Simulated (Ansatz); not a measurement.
What each rung costs, and what it gives

Saddle point of GaH$_{5}$O$_{2}$, singlet (H₂O₂ ([OH][OH]) + GaH₃ → GaH₃O₂ ([OH][O][GaH2]) + H₂; bonds formed: H2–H5; dative contacts that become bonds: Ga1–O6; bonds broken: Ga1–H2, H5–O6), PBE0-D4/def2-TZVP structure:

Ga1  (-0.630, 0.024, -0.980)
H2  (-0.070, -1.593, -0.351)
H3  (-0.065, 0.196, -2.417)
H4  (-2.006, 0.342, -0.343)
H5  (0.492, -0.933, 0.133)
O6  (0.872, 0.304, 0.325)
O7  (0.303, 0.751, 1.560)
H8  (1.103, 0.911, 2.074)
(Å)

Barriers are electronic and count from the start structure reached by relaxing down the imaginary mode.

Ansatz 0.2.0; basis: as named in each row; cores frozen in the correlated methods. Filled d shells of the heavier atoms are correlated. The def2 sets are not built for correlating such inner shells, so the correlated values are less sure here. B3LYP uses VWN-RPA correlation. Extrapolation: Hartree–Fock as exp(−7.88 √X), correlation as X^−2.97.

Times are rough, for one single point on 4 threads of a shared host (Arm Neoverse V2).

The estimate by CCSD(T) at an estimated basis limit (MP2 extrapolated from triple and quadruple zeta, plus CCSD(T) − MP2 in triple zeta) is 89.8 kJ/mol.

```json
{"method": "HF", "basis": "STO-3G", "time (s)": "under 1", "barrier (kJ/mol)": "228.9", "method less estimate": "139.1"}
{"method": "SPW92", "basis": "def2-SVP", "time (s)": "under 1", "barrier (kJ/mol)": "49.5", "method less estimate": "-40.3"}
{"method": "PBE-D4", "basis": "def2-SVP", "time (s)": "under 1", "barrier (kJ/mol)": "62.6", "method less estimate": "-27.2"}
{"method": "B3LYP-D4", "basis": "6-31G", "time (s)": "under 1", "barrier (kJ/mol)": "74.4", "method less estimate": "-15.4"}
{"method": "PBE-D4", "basis": "STO-3G", "time (s)": "under 1", "barrier (kJ/mol)": "86.0", "method less estimate": "-3.8"}
{"method": "SPW92", "basis": "def2-TZVPP", "time (s)": "under 1", "barrier (kJ/mol)": "51.8", "method less estimate": "-38.0"}
{"method": "PBE0-D4", "basis": "def2-SVP", "time (s)": "1", "barrier (kJ/mol)": "81.8", "method less estimate": "-8.0"}
{"method": "PBE-D4", "basis": "def2-TZVPP", "time (s)": "1", "barrier (kJ/mol)": "64.7", "method less estimate": "-25.1"}
{"method": "BLYP-D4", "basis": "def2-TZVPP", "time (s)": "1", "barrier (kJ/mol)": "70.5", "method less estimate": "-19.3"}
{"method": "r2SCAN-D4", "basis": "def2-TZVPP", "time (s)": "2", "barrier (kJ/mol)": "72.9", "method less estimate": "-16.9"}
{"method": "PBE0-D4", "basis": "def2-TZVPP", "time (s)": "2", "barrier (kJ/mol)": "82.2", "method less estimate": "-7.6"}
{"method": "CCSD(T)", "basis": "def2-SVP", "time (s)": "3", "barrier (kJ/mol)": "102.3", "method less estimate": "12.5"}
{"method": "BHLYP-D4", "basis": "def2-TZVPP", "time (s)": "3", "barrier (kJ/mol)": "103.4", "method less estimate": "13.6"}
{"method": "wB97M-V", "basis": "def2-SVP", "time (s)": "3", "barrier (kJ/mol)": "90.5", "method less estimate": "0.7"}
{"method": "RPA on PBE", "basis": "def2-TZVPP", "time (s)": "3", "barrier (kJ/mol)": "90.1", "method less estimate": "0.2"}
{"method": "B3LYP-D4", "basis": "def2-TZVPP", "time (s)": "3", "barrier (kJ/mol)": "84.0", "method less estimate": "-5.9"}
{"method": "CAM-B3LYP-D4", "basis": "def2-TZVPP", "time (s)": "3", "barrier (kJ/mol)": "89.0", "method less estimate": "-0.8"}
{"method": "PBE-QIDH", "basis": "def2-TZVPP", "time (s)": "4", "barrier (kJ/mol)": "90.3", "method less estimate": "0.5"}
{"method": "B2PLYP", "basis": "def2-TZVPP", "time (s)": "4", "barrier (kJ/mol)": "86.4", "method less estimate": "-3.5"}
{"method": "r2SCAN0-D4", "basis": "def2-TZVPP", "time (s)": "4", "barrier (kJ/mol)": "86.7", "method less estimate": "-3.1"}
{"method": "B97M-V", "basis": "def2-TZVPP", "time (s)": "5", "barrier (kJ/mol)": "89.9", "method less estimate": "0.1"}
{"method": "wB97X-V", "basis": "def2-TZVPP", "time (s)": "6", "barrier (kJ/mol)": "91.6", "method less estimate": "1.8"}
{"method": "wB97M-V", "basis": "def2-TZVPP", "time (s)": "8", "barrier (kJ/mol)": "92.6", "method less estimate": "2.8"}
{"method": "MP2", "basis": "def2-QZVPP", "time (s)": "17", "barrier (kJ/mol)": "83.4", "method less estimate": "-6.4"}
{"method": "CCSD(T)", "basis": "def2-TZVPP", "time (s)": "41", "barrier (kJ/mol)": "93.3", "method less estimate": "3.5"}
```

All methods are single points on the PBE0-D4 structures.

No T1 diagnostic of these runs exceeds 0.016.

Labels in which every atom is bracketed show which atoms are joined, not bond orders.
